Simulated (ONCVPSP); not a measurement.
# iron (Fe): ONCV pseudisation with PBE, scalar-relativistic reference atom.

- Element: Fe (Z = 26)
- Generator: ONCVPSP 4.0.1
- Type: optimised norm-conserving Vanderbilt (ONCV)
- Functional: PBE
- Relativity: scalar-relativistic
- Frozen core: [Ne]
- Valence charge: 16
- Reference configuration: 3s2 3p6 3d6 4s1 4p1
- Partial waves: 3s+4s: rc 1.35 bohr, ncon 4, nbas 7, qcut 9.1 1/bohr, 3 projectors, debl 0.7 Ha; 3p+4p: rc 1.30 bohr, ncon 3, nbas 7, qcut 13.4 1/bohr, 2 projectors; 3d: rc 1.75 bohr, ncon 4, nbas 9, qcut 7.1 1/bohr, 2 projectors, debl 3.3 Ha
- Local potential: polynomial inside 1.30 bohr (lpopt 5, dvloc0 6 Ha)
- Core correction: Teter function, fcfact 3.75, rcfact 1.35

All-electron outer shells of the reference configuration (PBE, scalar-relativistic, ld1.x):

| shell | level (eV) | outermost node (bohr) | outermost maximum (bohr) |
| --- | --- | --- | --- |
| 2s | -821.38 | 0.08 | 0.22 |
| 2p | -700.11 | – | 0.18 |
| 3s | -95.76 | 0.33 | 0.70 |
| 3p | -61.79 | 0.30 | 0.72 |
| 3d | -9.19 | – | 0.71 |
| 4s | -6.36 | 1.00 | 2.35 |
| 4p | -2.12 | 1.10 | 3.17 |

(1) Estimate the cutoffs (Ha) at which the residual kinetic energy of the hardest occupied pseudo-wave falls to 1 and 0.1 mHa per electron.

(2) What does a ghost test show?

(3) Tests: 3s2 3p6 3d6 4s2 4p0; 3s2 3p6 3d6 4s1 4p0; 3s2 3p6 3d6 4s0 4p0; 3s1 3p6 3d6 4s2 4p0. Which has the largest error in its energy relative to the reference configuration, and how large is it?

## Answers

(1) 32 Ha and 95 Ha. The cutoffs count occupied waves only; projector 2 of the d channel, the hardest unoccupied one, needs 83 Ha at the loose tolerance.

(2) No bound ghost flagged; no localised positive-energy state flagged.

(3) 3s1 3p6 3d6 4s2 4p0, with -642 meV (all-electron minus pseudo) on +97.77 eV.
